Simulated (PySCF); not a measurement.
# Reading the logs of faulty runs: FHOSi

Calculated results; nothing here was measured. The program is PySCF 2.14.0, an open-source quantum chemistry code, run on an isolated molecule that a program drew, which may never have been made. The molecule is FHOSi (charge 0, singlet), drawn as the SMILES string `O[Si]F`.

Each row is a Hartree-Fock (HF) and frozen-core CCSD(T) single point in the cc-pV(D+d)Z basis, meant for a local HF minimum. Run 1 is clean. Each other run has one planted mistake out of seven kinds, and not every kind appears here: one electron removed, one electron added, multiplicity raised by two, geometry at a saddle point, minimal basis STO-3G, one bond length entered in bohr, all coordinates scaled. The reference is restricted for singlets and unrestricted otherwise, and also for a bond in bohr. Adding or removing an electron swaps singlet and doublet. Electrons count all cores. HOMO and LUMO are orbital energies over both spins, the gradient is its largest component, and the lowest frequency (negative if imaginary) is given only where the gradient is small. Bond lengths are over the 3 bonds as drawn. T1 is the CCSD diagnostic: over 0.02 (restricted) or 0.045 (unrestricted) a single reference is doubtful.

Geometry of the clean run:
```xyz
4
FHOSi, angstrom
O    -1.8064    0.7329   -1.3031
Si   -1.2864    1.9693   -2.2465
F     0.2841    1.5782   -2.3043
H    -2.7273    0.6917   -1.0861
```

```
run  electrons  basis functions  <S^2>  HOMO (eV)  LUMO (eV)  gradient (hartree/bohr)  lowest frequency (cm^-1)  mean bond (Å)  longest bond (Å)      T1  HF (hartree)  CCSD(T) (hartree)             mistake
  1         32               56  0.000     -10.22       1.76                  1.4e-05                       364         1.4021             1.640  0.0160    -463.89871         -464.38072            no fault
  2         33               56  0.778       0.66       9.74                  6.0e-02                         -         1.4021             1.640  0.0152    -463.85380         -464.33006  one electron added
  3         32               56  0.940      -7.39       1.09                  9.2e-03                         -         1.8824             3.060  0.0788    -463.74142         -464.19511                   ?
  4         32               56  0.000     -10.28       1.69                  1.0e-02                         -         1.4161             1.656  0.0164    -463.89829         -464.38158                   ?
```

**Which mistake was planted in run 3, and what did it cost?**

The mean bond changes by a factor of 1.343 and the longest by 1.866, so the molecule wasn't scaled as a whole. A length L in bohr read as angstrom grows by (1/0.5292 - 1) L = 0.890 L. The 3 bonds together grew by 3 x 0.4803 = 1.441 Å, which gives L = 1.619 Å. That is bond Si2-F3, 1.619 Å in the clean geometry. So the mistake is: one bond length entered in bohr. Subtracting run 1 and multiplying by 627.51 kcal/mol a hartree, the energy moved by 98.7 kcal/mol in HF and 116.5 kcal/mol in CCSD(T).

**Which mistake was planted in run 4, and what did it cost?**

The mean and the longest bond both change by the same factor, 1.010, and the gradient is no longer small. So the mistake is: all coordinates scaled. Subtracting run 1 and multiplying by 627.51 kcal/mol a hartree, the energy moved by 0.3 kcal/mol in HF and -0.5 kcal/mol in CCSD(T).

Cautions from the logs. Run 2: the HOMO is above zero, so the electron isn't bound and the energy depends on the basis; run 3: T1 is over the limit, so its CCSD(T) energy is less reliable.
